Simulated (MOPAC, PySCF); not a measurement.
H2OS, SMILES `OS` (H–O–S–H torsion 91°), neutral singlet in the gas phase. 

Cartesian coordinates (Å):
SMILES: OS
```xyz
4

O     -0.7938    -0.0167     0.4394
S      0.6455     0.6944    -0.0333
H     -1.2733    -0.2665    -0.3605
H      1.4216    -0.4113    -0.0456
```
Charge 0, multiplicity 1.

All levels are single points at this geometry (B3LYP-D3(BJ)/def2-TZVP); Pople sets use spherical d functions. Orbital energies aren't observables, and empty levels follow the basis.

```
level                      HOMO (eV)  LUMO (eV)  gap (eV)  dipole (D)  vertical IE, Delta-SCF (eV)
-------------------------  ---------  ---------  --------  ----------  ---------------------------
M06-2X/def2-TZVP in PySCF      -8.36       0.22      8.58        1.79                            –
BP86/6-31G* in PySCF           -5.71      -1.55      4.16        1.84                            –
M06-2X/6-31G* in PySCF         -8.24       0.69      8.93        1.90                            –
HF/6-31G* in PySCF            -10.20       3.65     13.85        1.97                         9.00
HF/STO-3G in PySCF             -7.33      11.13     18.46        1.57                            –
PM7 in MOPAC                   -9.04      -0.68      8.35        2.08                            –
```
